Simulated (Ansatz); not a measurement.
C2H (SMILES [C]#C), charge 0, multiplicity 2, relaxed at each level with Ansatz (an electronic-structure program); harmonic frequencies from differences of analytic forces, average atomic masses, frozen cores. Open shells are unrestricted. Negative entries are imaginary modes: that level's stationary point is a saddle.

| level | C1–C2 (Å) | C2–H3 (Å) | C1–C2–H3 (°) | dipole (D) |
|---|---|---|---|---|
| HF/def2-TZVPP | 1.2042 | 1.0556 | 180.0 | 0.73 |
| PBE/def2-TZVPP | 1.2113 | 1.0724 | 180.0 | 0.79 |
| r2SCAN/def2-TZVPP | 1.2033 | 1.0647 | 180.0 | 0.75 |
| B3LYP/def2-TZVPP | 1.2000 | 1.0637 | 180.0 | 0.78 |
| PBE0/def2-TZVPP | 1.2002 | 1.0655 | 180.0 | 0.77 |
| wB97X-V/def2-TZVPP | 1.2000 | 1.0670 | 180.0 | 0.80 |
| MP2/cc-pVTZ | 1.1736 | 1.0601 | 180.0 | 0.74 |
| CCSD(T)/cc-pVDZ | 1.2318 | 1.0797 | 180.0 | 0.77 |
| CCSD(T)/cc-pVTZ | 1.2120 | 1.0643 | 180.0 | 0.78 |

Measured: bond lengths of mixed type (r0, rs, rg or re) CH 1.047, CC 1.217 Å [NIST CCCBDB].

Doubts at one or more of the structures used: a spin-contaminated determinant (HF/def2-TZVPP, MP2/cc-pVTZ, CCSD(T)/cc-pVDZ, CCSD(T)/cc-pVTZ); T1 above 0.05 (CCSD(T)/cc-pVDZ, CCSD(T)/cc-pVTZ).
